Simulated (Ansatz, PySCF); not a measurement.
Gas-phase reaction in SMILES: C[Si](C)(C)B(Cl)Cl [dichloroboranyl(trimethyl)silane] + 6 [H][H] (H2) -> B (BH3) + 3 C (CH4) + 2 Cl (HCl) + [SiH4] (SiH4)
Geometries: B3LYP-D3(BJ)/def2-TZVP minima from Ansatz (a quantum-chemistry and plane-wave program), one conformer each, not searched for the lowest.

Wanted: energy of full hydrogenation (enthalpy at 298 K, with B3LYP-D3(BJ) rigid-rotor harmonic-oscillator terms from PySCF), in kcal/mol. Correlated levels leave the core frozen unless marked. No spin-orbit coupling. No relativistic terms. CBS marks a two-point X^-3 extrapolation of the correlation energy; Hartree-Fock from the larger set. The bracket is a focal-point correction in the basis named.

Level to compare with: RI-MP2/CBS(aug-cc-pV(T+d)Z,aug-cc-pV(Q+d)Z)+[CCSD(T)-MP2]/aug-cc-pV(T+d)Z (Ansatz), 23.6 kcal/mol. It is a level with limits of its own, and the differences hold the functionals' basis error too.

Rank these functionals by how close they come to RI-MP2/CBS(aug-cc-pV(T+d)Z,aug-cc-pV(Q+d)Z)+[CCSD(T)-MP2]/aug-cc-pV(T+d)Z, closest first: B97M-V/def2-TZVPD (Ansatz); B3LYP/def2-TZVPD (Ansatz); r2SCANh/def2-TZVPD (Ansatz).

r2SCANh/def2-TZVPD (hybrid meta-GGA, 25.2 kcal/mol, difference 1.6), B97M-V/def2-TZVPD (meta-GGA with VV10, 19.9 kcal/mol, difference -3.7), B3LYP/def2-TZVPD (global hybrid, 8.8 kcal/mol, difference -14.8)
